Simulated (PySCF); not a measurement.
System: C$_{5}$H$_{12}$Se (charge 0, singlet). 
Geometry from a B3LYP-D3(BJ)/def2-TZVP (Ansatz) optimisation:
```xyz
18

C     -3.9922     0.4965    -0.1159
C     -2.6416     0.8714     0.4875
C     -1.4806     0.0953    -0.1353
C     -0.1374     0.4726     0.4695
Se     1.3205    -0.5571    -0.3701
C      2.7865     0.2233     0.6733
H     -4.8046     1.0622     0.3435
H     -4.0115     0.6970    -1.1897
H     -4.2039    -0.5659     0.0253
H     -2.6583     0.6900     1.5669
H     -2.4672     1.9444     0.3600
H     -1.6516    -0.9777    -0.0059
H     -1.4603     0.2781    -1.2140
H     -0.1174     0.2627     1.5395
H      0.0758     1.5314     0.3189
H      2.6458     0.0160     1.7320
H      3.7059    -0.2464     0.3306
H      2.8407     1.2961     0.5004
```

Dispersion corrections to the total energy (kcal/mol) from the dftd3 and dftd4 libraries through PySCF: D3(BJ) without and D4 with the three-body term, each with the damping fitted for the functional named.

```json
[
 {"functional": "PBE0", "D3(BJ)": "-8.01", "D4": "-7.24"},
 {"functional": "LC-wPBE", "D3(BJ)": "___", "D4": "-9.47"},
 {"functional": "PW6B95", "D3(BJ)": "-4.62", "D4": "-7.31"},
 {"functional": "B2GP-PLYP", "D3(BJ)": "-5.65", "D4": "-3.64"},
 {"functional": "HF", "D3(BJ)": "-68.13", "D4": "-31.08"},
 {"functional": "BHLYP", "D3(BJ)": "-12.29", "D4": "___"},
 {"functional": "B2PLYP", "D3(BJ)": "-7.31", "D4": "___"}
]
```

**Question.** What belongs in the gaps?

**Answer.** 
- LC-wPBE, D3(BJ): -8.64
- BHLYP, D4: -9.88
- B2PLYP, D4: -6.00
